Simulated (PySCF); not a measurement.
Species: B2H8N2.
SMILES: `[BH2-]1[NH2+][BH2-][NH2+]1`

The closed-shell ground state was solved at several levels (PySCF, density fitting, gas phase, non-relativistic). Isolated species at its GFN2-xTB geometry, gas phase. The dipole stays under 0.02 D at every level.

| level | basis functions | total energy (Eh) | HOMO (eV) | LUMO (eV) | gap (eV) |
| --- | --- | --- | --- | --- | --- |
| PBE0/pcSseg-1 | 108 | -163.8771 | -8.11 | 1.01 | 9.12 |
| wB97X-D/def2-SVPD | 144 | -163.9479 | -10.04 | 1.77 | 11.81 |

What might B3LYP/pcJ-1 (188 basis functions) give for the same quantities?

Total energy -164.1298 Eh, HOMO -7.89 eV, LUMO 0.64 eV, gap 8.53 eV.

Over all these levels, which gives the widest orbital gap and which the narrowest?

wB97X-D/def2-SVPD (range-separated hybrid) has the widest, 11.81 eV, and B3LYP/pcJ-1 (global hybrid, 20 % exact exchange) the narrowest, 8.53 eV. Functional and basis both differ between the two, so the spread mixes both effects.

wB97X-D is run here without its empirical dispersion term; that term would change no orbital, density or response property at a fixed geometry.
